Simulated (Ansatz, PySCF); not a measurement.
Pair of molecules: HF (SMILES F) (first 2 atoms) with CH4O (SMILES CO); geometry from B3LYP-D3(BJ)/def2-TZVP, rigid monomers moved along the line of their centres of mass till H2···O4 is 2.95 Å.
(charge 0, multiplicity 1):
```xyz
8

F      0.08507     0.01290     0.23579
H     -0.21590    -0.06029     1.13358
C      0.46958     0.43112     4.82740
O     -0.59978    -0.12859     4.05362
H      0.19791     0.48328     5.88351
H      0.62858     1.43820     4.44960
H      1.39133    -0.14282     4.70845
H     -0.77477    -1.02849     4.34902
```

Counterpoise-corrected where a basis set is named; no monomer relaxation.

Correlated levels freeze the cores. CBS: X⁻³ extrapolation of the correlation energy, Hartree–Fock from the larger set.

Programs: Ansatz (a quantum-chemistry and plane-wave program); PySCF for the dispersion terms. 

PBE/def2-TZVPPD gives -3.03 kcal/mol for the interaction energy.

Problem. How do the other levels lie against it? Give each less PBE: PBE-D3(BJ)/def2-TZVPPD, r2SCAN/def2-TZVPPD, B3LYP/def2-TZVPPD, wB97M-V/def2-TZVPPD, MP2/CBS(aug-cc-pVDZ, aug-cc-pVTZ), MP2/CBS(aug-cc-pVDZ, aug-cc-pVTZ) + ΔCCSD(T)/aug-cc-pVDZ.

Solution. PBE-D3(BJ)/def2-TZVPPD -0.21; r2SCAN/def2-TZVPPD 0.02; B3LYP/def2-TZVPPD 0.15; wB97M-V/def2-TZVPPD -0.08; MP2/CBS(aug-cc-pVDZ, aug-cc-pVTZ) -0.13; MP2/CBS(aug-cc-pVDZ, aug-cc-pVTZ) + ΔCCSD(T)/aug-cc-pVDZ -0.09 kcal/mol. 2 of 6 lie above PBE; the widest gap is to PBE-D3(BJ)/def2-TZVPPD.
